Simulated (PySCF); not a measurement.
**Mayer bond orders and bond lengths**

Compound: CH10N2OSi3.
Atom-mapped SMILES: `[NH2:1][SiH2:2][SiH2:3][SiH2:4][C:5]([NH2:6])=[O:7]` (hydrogens: H8, H9 on N1; H10, H11 on Si2; H12, H13 on Si3; H14, H15 on Si4; H16, H17 on N6)

Structure used (GFN2-xTB), in Å, numbered top down from 1:
```xyz
17
CH10N2OSi3 angstrom
N     -1.7509    1.3241    1.1514
Si    -2.4741    0.5723   -0.2091
Si    -0.9674   -1.0838   -0.7988
Si     0.8655   -1.3502    0.5902
C      1.8040    0.3224    0.6560
N      3.1452    0.3224    0.5400
O      1.1880    1.3725    0.7897
H     -0.7555    1.5182    1.1263
H     -2.2304    2.0743    1.6219
H     -3.7694    0.0703    0.2717
H     -2.7945    1.4572   -1.3494
H     -0.4485   -0.8829   -2.1685
H     -1.6079   -2.4094   -0.9005
H      1.9254   -2.3312    0.2723
H      0.5480   -1.6209    1.9986
H      3.6562    1.1921    0.5901
H      3.6593   -0.5354    0.4576
```

Bond orders from the PBE0/pcSseg-1 density (PySCF). One conformer (not necessarily the lowest) at the GFN2-xTB geometry, without solvent, vibrations or thermal averaging.

Q: Where do the orders between heavy atoms depart from those drawn in the SMILES?

A: The largest departure is 0.232, at C5–O7 (drawn double, 1.768). Drawn single, order above 1.12: C5–N6 (1.211). Drawn single, order below 0.88: Si2–Si3 (0.866) and Si4–C5 (0.807).

Q: Set the Mayer orders of the bonds beside their lengths.

A: 
```json
{"bond": "N1–Si2", "drawn as": "single", "length (Å)": "1.714", "Mayer order": "1.101"}
{"bond": "Si2–Si3", "drawn as": "single", "length (Å)": "2.315", "Mayer order": "0.866"}
{"bond": "Si3–Si4", "drawn as": "single", "length (Å)": "2.315", "Mayer order": "0.903"}
{"bond": "Si4–C5", "drawn as": "single", "length (Å)": "1.919", "Mayer order": "0.807"}
{"bond": "C5–N6", "drawn as": "single", "length (Å)": "1.346", "Mayer order": "1.211"}
{"bond": "C5–O7", "drawn as": "double", "length (Å)": "1.225", "Mayer order": "1.768"}
{"bond": "N1–H8", "drawn as": "single", "length (Å)": "1.014", "Mayer order": "0.908"}
{"bond": "N1–H9", "drawn as": "single", "length (Å)": "1.007", "Mayer order": "0.944"}
{"bond": "Si2–H10", "drawn as": "single", "length (Å)": "1.470", "Mayer order": "0.922"}
{"bond": "Si2–H11", "drawn as": "single", "length (Å)": "1.478", "Mayer order": "0.871"}
{"bond": "Si3–H12", "drawn as": "single", "length (Å)": "1.478", "Mayer order": "0.926"}
{"bond": "Si3–H13", "drawn as": "single", "length (Å)": "1.476", "Mayer order": "0.929"}
{"bond": "Si4–H14", "drawn as": "single", "length (Å)": "1.479", "Mayer order": "0.922"}
{"bond": "Si4–H15", "drawn as": "single", "length (Å)": "1.469", "Mayer order": "0.943"}
{"bond": "N6–H16", "drawn as": "single", "length (Å)": "1.010", "Mayer order": "0.923"}
{"bond": "N6–H17", "drawn as": "single", "length (Å)": "1.003", "Mayer order": "0.934"}
```

By pair of heavy elements: Si–Si: lowest Si2–Si3 (0.866, 2.315 Å), highest Si3–Si4 (0.903, 2.315 Å).

Q: Sum the orders of all bonds at each heavy atom with more than one neighbour and set the sums beside the valence in the SMILES.

A: N1 2.953 (drawn 3), Si2 3.760 (drawn 4), Si3 3.624 (drawn 4), Si4 3.575 (drawn 4), C5 3.786 (drawn 4), N6 3.068 (drawn 3). Orders between atoms that aren't bonded are not in these sums.

Mayer orders depend on the basis set.

These values come from a run that also computed NMR shieldings. The run took 23 s on one thread of an Intel Xeon 6975P-C, no GPU, shared host with 192 logical CPUs at a one-minute load of 66, and the process peaked at 0.84 GiB of memory.
